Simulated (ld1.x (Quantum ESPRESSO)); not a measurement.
Scattering properties, TM potential for Ir (Z = 77)

- Element: Ir
- Generator: ld1.x (Quantum ESPRESSO) 7.5
- Type: norm-conserving Troullier–Martins (Kleinman–Bylander form)
- Functional: PBE
- Relativity: fully relativistic
- Frozen core: [Xe] 4f14
- Valence charge: 9
- Reference configuration: 5d7 6s2 6p0
- Partial waves: 6s (bound): rc 1.80 bohr; 5d (bound): rc 1.90 bohr; 6p (bound, empty): rc 4.98 bohr
- Local potential: the p channel
- Core correction: Bessel-smoothed model core, default radius (core density twice the valence density)

Open shells are filled in proportion to 2j + 1 (rel_dist='average').

The phase is arctan(r·u′/u) with u = r·R(r), unwrapped; energies in Ry, scanned from -3 to 5 Ry. A pole is an energy at which the radial function vanishes at the test radius. The pseudo phase is shifted by a multiple of π to meet the all-electron one at the reference energy, and phase errors are pseudo minus all-electron; the curves can meet again beyond the range given. Levels narrower than the energy grid can be missing from the lists of poles.

```csv
channel,radius (bohr),reference energy (Ry),"poles, all-electron","poles, pseudo",unbroken range about the reference energy with phases within 0.05 rad,phase error 1 Ry above the reference energy (rad)
s,5.41,-0.47,"-0.42, 1.13, 3.57","-0.42, 0.41, 1.55, 4.65",below 0.0,-0.674
p1/2,5.41,-0.12,"0.04, 1.59, 4.13","0.10, 1.47, 3.51",not even at the reference energy,-0.006
p3/2,5.41,-0.08,"0.14, 1.78, 4.40","0.10, 1.47, 3.51",not even at the reference energy,-0.458
d3/2,5.41,-0.58,"-0.57, 0.86, 2.78","-0.57, 0.95, 3.21",below 0.2,+0.077
d5/2,5.41,-0.49,"0.90, 2.83","0.97, 3.26",below 0.2,+0.049
```

Phases in the p3/2 channel:

| E (Ry) | all-electron | pseudo |
| --- | --- | --- |
| -3.00 | 1.462 | 1.462 |
| -2.76 | 1.457 | 1.457 |
| -2.52 | 1.452 | 1.452 |
| -2.28 | 1.446 | 1.445 |
| -2.04 | 1.438 | 1.438 |
| -1.80 | 1.429 | 1.429 |
| -1.56 | 1.417 | 1.417 |
| -1.32 | 1.403 | 1.402 |
| -1.08 | 1.382 | 1.382 |
| -0.84 | 1.352 | 1.351 |
| -0.60 | 1.298 | 1.296 |
| -0.36 | 1.162 | 1.153 |
| -0.12 | -0.152 | -0.414 |
| 0.12 | -1.550 | -1.593 |
| 0.36 | -1.746 | -1.801 |
| 0.60 | -1.990 | -2.247 |
| 0.84 | -3.246 | -4.131 |
| 1.08 | -4.381 | -4.548 |
| 1.32 | -4.582 | -4.666 |
| 1.56 | -4.664 | -4.736 |
| 1.80 | -4.717 | -4.802 |
| 2.04 | -4.762 | -4.905 |
| 2.28 | -4.813 | -5.269 |
| 2.52 | -4.893 | -7.291 |
| 2.76 | -5.107 | -7.671 |
| 3.00 | -6.599 | -7.767 |
| 3.24 | -7.554 | -7.816 |
| 3.48 | -7.709 | -7.850 |
| 3.72 | -7.772 | -7.880 |
| 3.96 | -7.809 | -7.913 |
| 4.20 | -7.836 | -7.960 |
| 4.44 | -7.858 | -8.051 |
| 4.68 | -7.879 | -8.434 |
| 4.92 | -7.902 | -10.489 |
